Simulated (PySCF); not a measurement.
# C₆ coefficients of unlike pairs at PBE

Calculated with PySCF 2.14 from the dipole response of each species, C₆(A,B) = (3/π) ∫ α_A(iu) α_B(iu) du, in atomic units, from isotropic polarisabilities. For ions this is the dispersion term alone; charge-induced terms of lower order in 1/R come first.

| species | configuration | basis | relativity | α (bohr³) | C₆ (like pair) |
| --- | --- | --- | --- | --- | --- |
| I⁻ | [Xe] (1S) | aug-cc-pwCVTZ-DK3 with one added diffuse shell each of s, p, d, f type (11s10p8d5f1g) | spin-free X2C | 82.39 | 1167 |
| B⁺ | [He] 2s2 (1S) | aug-cc-pVTZ (5s4p3d2f) | none | 10.68 | 29.09 |
| Ag | [Kr] 4d10 5s1 (2S) | aug-cc-pVTZ-PP with ECP28MDF (6s6p5d3f2g) | core potential | 46.31 | 355.5 |
| Mg⁺ | [Ne] 3s1 (2S) | aug-cc-pCVQZ (10s9p7d5f3g) | none | 33.64 | 145.0 |

Estimate C₆ for Ag with I⁻.

The integral gives 641.5. The combination rule 2 C_A C_B / (C_A α_B/α_A + C_B α_A/α_B) gives 644.0 and the geometric mean 644.1.

No spin-orbit coupling is included.

The other pairs:

| pair | C₆ |
| --- | --- |
| B⁺, I⁻ | 182.6 |
| Mg⁺, Ag | 221.1 |
| Ag, B⁺ | 100.1 |
| Mg⁺, I⁻ | 403.0 |
| Mg⁺, B⁺ | 61.56 |
